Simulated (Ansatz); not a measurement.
Relaxation of C3H7NSe (12 atoms, charge 0, multiplicity 1), to a largest force component of 0.02 eV/Å in at most 50 steps.

Theory: RKS PBE0-D4/def2-SVP (Ansatz).

```xyz
12
Properties=species:S:1:pos:R:3
C -1.240 0.566 -0.129
C 0.161 0.408 0.193
N 0.641 0.996 1.207
C 1.117 -0.445 -0.669
Se 1.596 -2.049 0.305
H -1.580 0.054 -1.047
H -1.889 0.272 0.712
H -1.444 1.706 -0.333
H 0.111 1.618 1.875
H 0.514 -0.779 -1.561
H 1.934 0.116 -0.950
H 0.158 -2.519 0.432
```

Question: Where does it end, and by what steps?

Answer: The forces met the threshold. The force dipped under the threshold on the way, but the program's further checks kept it going. After 26 steps the energy has fallen by 0.828 eV; H6 moved furthest, 1.61 Å.

| step | energy less start (eV) | largest force component (eV/Å) | accepted |
| --- | --- | --- | --- |
| 0 | 0.0000 | 4.559 | yes |
| 1 | -0.5296 | 1.019 | yes |
| 2 | -0.6143 | 0.574 | yes |
| 3 | -0.6768 | 0.321 | yes |
| 4 | -0.7101 | 0.406 | yes |
| 5 | -0.7442 | 0.127 | yes |
| 6 | -0.7620 | 0.160 | yes |
| 7 | -0.7619 | 0.468 | no |
| 8 | -0.7696 | 0.085 | yes |
| 9 | -0.7736 | 0.100 | yes |
| 10 | -0.7743 | 0.301 | yes |
| 11 | -0.7784 | 0.115 | yes |
| 12 | -0.7886 | 0.082 | yes |
| 13 | -0.7683 | 0.819 | no |
| 14 | -0.7976 | 0.058 | yes |
| 15 | -0.8034 | 0.187 | yes |
| 16 | -0.8051 | 0.298 | yes |
| 17 | -0.8162 | 0.339 | yes |
| 18 | -0.8234 | 0.084 | yes |
| 19 | -0.8220 | 0.198 | no |
| 20 | -0.8245 | 0.035 | yes |
| 21 | -0.8265 | 0.036 | yes |
| 22 | -0.8259 | 0.163 | no |
| 23 | -0.8273 | 0.016 | yes |
| 24 | -0.8275 | 0.027 | yes |
| 25 | -0.8275 | 0.023 | yes |
| 26 | -0.8276 | 0.009 | yes |

```xyz
12
Properties=species:S:1:pos:R:3
C -1.248 0.399 0.134
C 0.235 0.564 0.313
N 0.805 1.390 1.094
C 1.120 -0.328 -0.514
Se 1.016 -2.226 -0.013
H -1.553 -0.623 0.411
H -1.809 1.113 0.754
H -1.532 0.548 -0.921
H 0.104 1.942 1.598
H 0.895 -0.253 -1.588
H 2.165 -0.035 -0.346
H -0.122 -2.547 -0.888
```

Run time: 63 s on 2 threads of Intel(R) Xeon(R) 6975P-C (Granite Rapids), on a shared host, peak memory 0.33 GiB.
